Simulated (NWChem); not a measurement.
AlH2O2F; SMILES [OH][Al]([OH])[F]

```xyz
6

Al    -0.0091     0.0332     0.0000
F     -1.6367     0.3100     0.0000
O      1.0347     1.3753     0.0000
H      1.9885     1.2256     0.0000
O      0.6119    -1.5533     0.0000
H      0.0155    -2.3120     0.0000
```
Atoms are numbered in this order, from 1.

Program: NWChem. Pople sets run with spherical d functions. STO-3G and 3-21G are far too small for this property and stand as cheap habits. Structure relaxed at the B3LYP/6-31G* (spherical d) level. Field at 589 nm.

```csv
level,isotropic polarisability (bohr³),anisotropy (bohr³)
B3LYP/STO-3G,14.8,15.1
B3LYP/6-31G*,(withheld),8.0
B3LYP/def2-SVP,23.3,7.7
B3LYP/def2-SVPD,31.8,5.3
B3LYP/aug-cc-pVDZ,31.9,5.8
```

Question: Complete the blanks.

Answer: 
- B3LYP/6-31G*, isotropic polarisability (bohr³): 24.0
